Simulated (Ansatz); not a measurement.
Geometry optimisation, Ansatz, RKS PBE0-D4/def2-SVP.

The input (input.yaml):

```yaml
crystal:
  periodic: [false, false, false]
  atoms:
    - { symbol: Si, position_ang: [0.273032, 0.045441, -0.150045] }
    - { symbol: H, position_ang: [0.061581, -0.037199, 1.302084] }
    - { symbol: F, position_ang: [1.869659, -0.040885, -0.385914] }
    - { symbol: F, position_ang: [-0.183436, 1.493276, -0.682352] }
    - { symbol: H, position_ang: [-0.34565, -1.031166, -0.950256] }
    - { symbol: O, position_ang: [-2.397617, -0.03362, 0.912646] }
    - { symbol: H, position_ang: [-2.71055, -0.944026, 0.967447] }
    - { symbol: H, position_ang: [-1.769621, 0.040679, 1.66409] }
basis:
  gaussian: { orbitals: def2-SVP }
hamiltonian:
  xc: pbe0
  dispersion: d4
relax:
  f_tol: 0.03
  max_steps: 50
```

Launched with:

```bash
$ ansatz run input.yaml --threads 1 --pin off --max-ram 2048MiB --backend cpu --events-out ev --progress --plain --runs-dir out
```

**Question.** Where does it end, and by what steps?

**Answer.** It converged. The force dipped under the threshold on the way, but the program's further checks kept it going. After 30 steps the energy has fallen by 0.249 eV; H8 moved furthest, 1.37 Å.

| step | energy less start (eV) | largest force component (eV/Å) | accepted |
| --- | --- | --- | --- |
| 0 | 0.0000 | 0.777 | yes |
| 2 | -0.0551 | 1.280 | yes |
| 4 | -0.0845 | 1.055 | yes |
| 6 | -0.1457 | 0.243 | yes |
| 8 | -0.1159 | 1.612 | no |
| 10 | -0.1704 | 0.155 | yes |
| 12 | -0.1983 | 0.092 | yes |
| 14 | -0.2151 | 0.268 | yes |
| 16 | -0.2199 | 0.474 | yes |
| 18 | -0.2296 | 0.204 | yes |
| 20 | -0.2441 | 0.070 | yes |
| 22 | -0.2458 | 0.022 | yes |
| 24 | -0.2483 | 0.060 | yes |
| 26 | -0.2490 | 0.155 | no |
| 28 | -0.2494 | 0.051 | yes |
| 30 | -0.2495 | 0.002 | yes |

```xyz
8
Properties=species:S:1:pos:R:3
Si 0.226 -0.092 -0.042
H 0.406 -0.746 1.273
F 1.739 0.195 -0.558
F -0.392 1.407 0.116
H -0.424 -0.828 -1.142
O -2.143 -0.439 0.764
H -2.174 -0.456 1.728
H -2.441 0.452 0.538
```

Whether the end is a true minimum wasn't checked by a vibrational analysis.

The run took 96 s on 1 thread of AMD EPYC 7R43 64-Core Processor (Zen 3), on a shared host, peak memory 0.16 GiB.
